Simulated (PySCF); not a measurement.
This PySCF input asks for the NMR shieldings of `InChI=1S/C2H2N.CHN.CH3.Al.H/c1-2-3;1-2;;;/h1H2;1H;1H3;;`; the geometry comes from GFN2-xTB.

```python
import basis_set_exchange as bse
import numpy as np
from pyscf import gto, dft
from pyscf.prop import nmr

atoms = """
C    -1.937288    2.296895    0.303776
N    -1.454986    1.261033    0.272296
Al   -0.145437   -0.158009   -0.248279
C    -0.795245   -1.949643    0.294379
C     1.341795    0.742307    0.831625
C     2.311434   -0.227268    0.449531
N     3.053445   -1.038686    0.113669
H    -2.391069    3.252439    0.340662
H    -0.155683    0.341222   -1.720018
H    -1.476926   -1.944906    1.152982
H     0.044048   -2.598863    0.574808
H    -1.325088   -2.465741   -0.514103
H     1.665309    1.728520    0.483175
H     1.265012    0.760228    1.923356
"""
names = dict.fromkeys(["C", "N", "Al", "H"], "pcSseg-1")
basis = {el: gto.basis.parse(bse.get_basis(n, elements=[el], fmt="nwchem")) for el, n in names.items()}
mol = gto.M(atom=atoms, basis=basis, charge=0, verbose=0)
mf = dft.RKS(mol, xc="PBE0")
mf.grids.level = 2
mf.grids.alignment = dft.numint.BLKSIZE   # the property module wants whole blocks of grid points
mf.conv_tol = 1e-9
mf.kernel()

calc = nmr.RKS(mf)   # GIAO
C = mf.mo_coeff
Co = C[:, mf.mo_occ > 0]
resp = mf.gen_response(singlet=True, hermi=2)
def vind(x):   # induced exchange potential for any number of trial vectors
    d = np.einsum("pi,xij,qj->xpq", C, 2 * x.reshape(-1, C.shape[1], Co.shape[1]), Co, optimize=True)
    return np.einsum("xpq,pi,qj->xij", resp(d - d.transpose(0, 2, 1)), C, Co, optimize=True).ravel()
mo1, _ = nmr.rhf.solve_mo1(calc, with_cphf=vind)
sigma = calc.kernel(mo1)
for i, s in enumerate(sigma):   # ppm
    print("%2d %-2s %9.2f" % (i, mol.atom_pure_symbol(i), np.trace(s) / 3))
```

Task: What are the results?

Result: 
```
 0 C      65.08
 1 N      10.98
 2 Al    432.68
 3 C     202.54
 4 C     189.50
 5 C      60.47
 6 N     -25.87
 7 H      27.78
 8 H      27.44
 9 H      32.25
10 H      31.62
11 H      31.97
12 H      30.63
13 H      30.58
```

These numbers come from an equivalent density-fitted implementation of the same equations, which agrees with the script to about 0.01 ppm for H and up to a few tenths of a ppm for heavy atoms, so last digits may differ.

Size and cost of the density-fitted run: 161 basis functions, 28 s wall time on 1 thread of an Intel Xeon, shared host; peak memory 0.73 GiB.
